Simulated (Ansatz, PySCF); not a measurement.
Bond stretch in SMILES C[SeH] (CH4Se). The C1–Se5 bond (C1 also carries H, H, H; Se5 carries H) is varied alone, starting from the PBE0/def2-TZVP optimised geometry.

Methods: RKS-PBE = Ansatz (a quantum-chemistry and plane-wave program) with restricted PBE/cc-pVDZ; UKS-PBE = unrestricted PBE/cc-pVDZ (Ansatz); RKS-CAM-B3LYP = restricted CAM-B3LYP/cc-pVDZ (PySCF); UCCSD(T) = PySCF 2.14.0 with CCSD(T) on UHF/cc-pVDZ, 10 core orbitals frozen.

Energies relative to the lowest point of each curve near equilibrium, in eV; the last columns give the difference from UCCSD(T):

| R / Å | RKS-PBE | UKS-PBE | RKS-CAM-B3LYP | UCCSD(T) | RKS-PBE − UCCSD(T) | UKS-PBE − UCCSD(T) | RKS-CAM-B3LYP − UCCSD(T) |
|---|---|---|---|---|---|---|---|
| 1.57 | 2.609 | 2.609 | 2.550 | 2.699 | -0.090 | -0.090 | -0.149 |
| 1.66 | 1.335 | 1.335 | 1.280 | 1.372 | -0.037 | -0.037 | -0.091 |
| 1.74 | 0.642 | 0.642 | 0.597 | 0.653 | -0.011 | -0.011 | -0.055 |
| 1.82 | 0.240 | 0.240 | 0.210 | 0.239 | 0.001 | 0.001 | -0.030 |
| 1.89 | 0.060 | 0.060 | 0.045 | 0.057 | 0.003 | 0.003 | -0.012 |
| 1.95 | 0.000 | 0.000 | 0.000 | 0.000 | 0.000 | 0.000 | 0.000 |
| 2.00 | 0.000 | 0.000 | 0.014 | 0.005 | -0.005 | -0.005 | 0.009 |
| 2.07 | 0.060 | 0.060 | 0.095 | 0.073 | -0.013 | -0.013 | 0.022 |
| 2.16 | 0.208 | 0.208 | 0.273 | 0.233 | -0.025 | -0.025 | 0.040 |
| 2.25 | 0.411 | 0.411 | 0.508 | 0.447 | -0.036 | -0.036 | 0.062 |
| 2.44 | 0.924 | 0.924 | 1.097 | 0.991 | -0.067 | -0.067 | 0.106 |
| 2.60 | 1.377 | 1.377 | 1.619 | 1.476 | -0.100 | -0.100 | 0.143 |
| 2.90 | 2.157 | 2.157 | 2.540 | 2.271 | -0.113 | -0.113 | 0.270 |
| 3.20 | 2.789 | 2.756 | 3.319 | 2.741 | 0.048 | 0.015 | 0.579 |
| 3.52 | 3.299 | 3.075 | 3.987 | 2.933 | 0.366 | 0.143 | 1.055 |
| 3.89 | 3.714 | 3.245 | 4.581 | 3.008 | 0.706 | 0.237 | 1.573 |
| 4.29 | 4.006 | 3.328 | 5.051 | 3.037 | 0.969 | 0.291 | 2.014 |
| 4.78 | 4.220 | 3.372 | 5.447 | 3.051 | 1.169 | 0.321 | 2.395 |
| 5.28 | 4.339 | 3.389 | 5.705 | 3.057 | 1.281 | 0.331 | 2.648 |
| 5.79 | 4.399 | 3.394 | 5.871 | 3.060 | 1.339 | 0.334 | 2.811 |
| 6.87 | 4.436 | 3.395 | 6.062 | 3.061 | 1.375 | 0.334 | 3.000 |

RKS-PBE is furthest from UCCSD(T) at 6.87 (1.375 eV, above); its mean absolute difference over the points is 0.369 eV.

UKS-PBE is furthest from UCCSD(T) at 5.79 (0.334 eV, above); its mean absolute difference over the points is 0.119 eV.

RKS-CAM-B3LYP is furthest from UCCSD(T) at 6.87 (3.000 eV, above); its mean absolute difference over the points is 0.813 eV.

The restricted form behind RKS-PBE, RKS-CAM-B3LYP keeps the bonding electrons paired and can't separate into open-shell fragments. The unrestricted determinant behind UKS-PBE is spin-contaminated at 3.20 to 6.87 Å (<S²> up to 1.0, against 0.00 for a pure singlet). At the longest distance RKS-CAM-B3LYP leaves fractional charges on the fragments, a sign of delocalisation error or of the restricted form. The unrestricted determinant behind UCCSD(T) is spin-contaminated at 2.44 to 6.87 Å (<S²> up to 1.0, against 0.00 for a pure singlet).
